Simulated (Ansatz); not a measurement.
Program: Ansatz. Geometries: PBE0-D4/def2-TZVP. ΔE: electronic, gas phase. CCSD(T)/CBS is the MP2 limit (def2-TZVPP, def2-QZVPP) plus CCSD(T) − MP2 in def2-TZVPP, frozen cores. This one scheme is used for every species, atoms too. Functionals use def2-TZVPP. B3LYP here is the variant with VWN-RPA as its local correlation; programs differ in this. Open shells (•) are unrestricted, without spin–orbit coupling. Spin–orbit coupling would lower the free atoms: a little for C, O. Bonds to Zn are less sure, by a few kJ/mol each and by 10 to 20 or more in all where they break to atoms, as the def2 sets lack core-valence functions. Scalar relativity is left out up to krypton. Each species was taken in one conformer, which may not be the lowest.

Reaction (atomization): `[ZnH][CH2]C1CO1` → 3 C• + 6 H• + O• + Zn (atom)

CCSD(T)/CBS gives +3924.5 kJ/mol.

Q: Another level gave +3955.9 kJ/mol. Which?
A. ωB97X-V/def2-TZVPP
B. B3LYP-D4/def2-TZVPP
C. r2SCAN/def2-TZVPP
D. PBE/def2-TZVPP

A: A. ωB97X-V 3955.9, B3LYP-D4 3909.3, r2SCAN 3961.1, PBE 4022.0 kJ/mol.

Largest T1 diagnostic among the species: 0.017.

The D4 term adds +34.7 kJ/mol with B3LYP and +18.1 kJ/mol with PBE0; it sums over pairs of atoms, weighted by their polarisabilities, and B3LYP, whose exchange is more repulsive, gets the larger term. From PBE to PBE0 (25 % exact exchange), in def2-TZVPP and without D4, ΔE moves by −74.6 kJ/mol: exact exchange takes away binding that semilocal exchange gives to molecules. In def2-TZVPP, CCSD(T) changes the Hartree–Fock value by +1045.3 kJ/mol (the triples alone add +67.4 kJ/mol) and MP2 by +1134.0 kJ/mol; breaking electron pairs costs correlation energy, which Hartree–Fock lacks.

For atomizations the MP2-based limit and the directly extrapolated one differ by several kJ/mol either way, and by 10 to 25 for some Ge, Se and Sn compounds, so smaller differences from it don't rank the levels.
